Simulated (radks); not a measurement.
Results of a calculation; reference values are marked as such.
Question: Isoelectronic series with 7 electrons, all held in the configuration [He] 2s2 2p3, which need not be the ground one along the series. Level of theory: scalar-relativistic Kohn-Sham, PBE, spin-polarised, spherical densities, finite nucleus; open shells are filled with parallel spins first (spin-orbit coupling, left out, can overturn this in heavy ions); Fermi nuclear charge, rms radius of each element as measured or else 0.836 A^(1/3) + 0.57 fm (a radial shooting solver on a logarithmic mesh with Libxc functionals). Total energies (hartree) and orbital eigenvalues (eV) (* marks an orbital that is empty in some or all of the ions):

ion,E (hartree),2p down*,2p up,2s down
Tb58+,-6971.0592,-12617.97,-12711.66,-13474.55
Dy59+,-7205.5532,-13054.52,-13149.83,-13959.23
Ho60+,-7444.7449,-13499.11,-13596.05,-14454.64
Er61+,-7688.6053,-13951.79,-14050.36,-14960.81
Yb63+,-8190.6662,-14881.59,-14983.44,-16006.27
Lu64+,-8448.9679,-15358.80,-15462.30,-16545.90
Hf65+,-8712.2651,-15844.28,-15949.42,-17097.15
Ta66+,-8980.5659,-16338.07,-16444.87,-17660.12
W67+,-9253.9489,-16840.22,-16948.68,-18235.05
Re68+,-9532.5052,-17350.78,-17460.90,-18822.18
Os69+,-9816.2687,-17869.80,-17981.59,-19421.66

Estimate the row of Tm62+.

Answer: E (hartree) -7937.2540; 2p down* -14412.60; 2p up -14512.81; 2s down -15478.01.
